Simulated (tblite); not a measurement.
C3H11NSSi2.
Z-matrix (Å and degrees, GFN2-xTB geometry), rows numbered from 1:
```
C 
N   1  1.4429
C   2  1.4505  1  111.06
C   3  1.5216  2  115.08  1   171.31
Si  4  1.8997  3  113.30  2    56.24
S   5  2.1366  4  105.92  3   -69.94
Si  2  1.7137  1  119.56  3   161.00
H   1  1.0964  2  111.50  3   -63.80
H   1  1.0852  2  109.98  3   175.78
H   1  1.0932  2  109.79  3    55.98
H   3  1.1004  2  108.04  1   -66.52
H   3  1.1029  2  108.48  1    49.00
H   4  1.0921  3  109.15  2   -65.83
H   4  1.0903  3  107.62  2   178.60
H   5  1.4608  4  110.52  3    49.35
H   5  1.4568  4  111.11  3   174.72
H   7  1.4673  2  115.70  1   -91.39
H   7  1.4536  2  106.94  1    34.34
```

Computed with GFN2-xTB (tblite): harmonic, unscaled wavenumbers at the GFN2-xTB geometry, gas phase. The method is semi-empirical: single wavenumbers can be off by several per cent or more. Modes of hydrogen on silicon can be 10 to 20 % off. One conformer, not necessarily the lowest.

Harmonic wavenumbers (cm⁻¹): 45.7, 71.9, 153.7, 195.7, 205.9, 242.2, 253.7, 327.0, 424.6, 481.6, 494.0, 508.9, 537.7, 560.8, 601.4, 642.2, 680.0, 719.1, 753.7, 766.2, 781.0, 800.3, 977.8, 1010.7, 1092.4, 1104.9, 1149.8, 1181.0, 1209.5, 1281.1, 1307.8, 1377.6, 1426.9, 1473.3, 1485.4, 1502.7, 1512.8, 2206.1, 2276.9, 2317.7, 2339.5, 2819.1, 2875.7, 2900.7, 2956.6, 2965.4, 2989.4, 3052.3.

A = 2114, B = 1321, C = 908.7 MHz; mass 149.015 u (most abundant isotopes); point group C1, symmetry number 1.

Problem. What is the zero-point energy?

Solution. ½Σν̃ = 29520 cm⁻¹ = 353.14 kJ/mol.

Problem. Give the ideal-gas entropy at 298.15 K and 1 bar in the rigid-rotor, harmonic-oscillator model (classical rotation).

Solution. Translation 171.26, rotation 122.29, vibration 115.81: S = 409.4 J/(mol K).

Problem. And Cp and H(298.15 K) − H(0)?

Solution. Cp = 164.59 J/(mol K), of which vibrations give 131.33 (their classical limit is 48 R = 399.1); H(298.15 K) − H(0) = 28.85 kJ/mol without the zero-point energy, 18.94 from vibrations.

Problem. Blend soft modes into free rotors: weight 1/[1 + (100 cm⁻¹/ν̃)⁴] for the oscillator and the rest for a rotor with moment μB/(μ + B), μ = h/(8π²ν), B = 10⁻⁴⁴ kg m². What vibrational entropy results?

Solution. 107.30 J/(mol K) in place of 115.81, which changes −T·S at 298.15 K by +2.54 kJ/mol.

Problem. Which modes carry the vibrational entropy at 298.15 K?

Solution. 45.7 cm⁻¹: 20.90; 71.9 cm⁻¹: 17.16; 153.7 cm⁻¹: 10.99; 195.7 cm⁻¹: 9.09; 205.9 cm⁻¹: 8.70; 242.2 cm⁻¹: 7.48 J/(mol K); the other 42 give 41.50 together.

Problem. What must be added to the electronic energy to get the Gibbs energy at 298.15 K and 1 bar?

Solution. ZPE + [H(298.15 K) − H(0)] − T·S = 353.14 + 28.85 − 122.05 = 259.94 kJ/mol.

Problem. How do the functions run with temperature in this model?

Solution. 
| T (K) | S (J/(mol K)) | Cp (J/(mol K)) | H − H(0) (kJ/mol) | G − H(0) (kJ/mol) | ln q(vib) |
| --- | --- | --- | --- | --- | --- |
| 150 | 321.8 | 96.8 | 9.40 | -38.87 | 2.61 |
| 250 | 382.3 | 143.6 | 21.43 | -74.14 | 5.06 |
| 400 | 463.4 | 204.1 | 47.69 | -137.68 | 8.92 |
| 600 | 558.0 | 262.6 | 94.73 | -240.06 | 14.02 |
| 900 | 676.1 | 319.4 | 182.73 | -425.80 | 21.18 |

q(vib) and H(0) count from the zero-point level.

Hindered rotation and anharmonicity are outside this model. Other conformers, if any are populated, would add a mixing term that is left out. The structure is chiral; the term R ln 2 for an equal mix with its mirror image is left out.
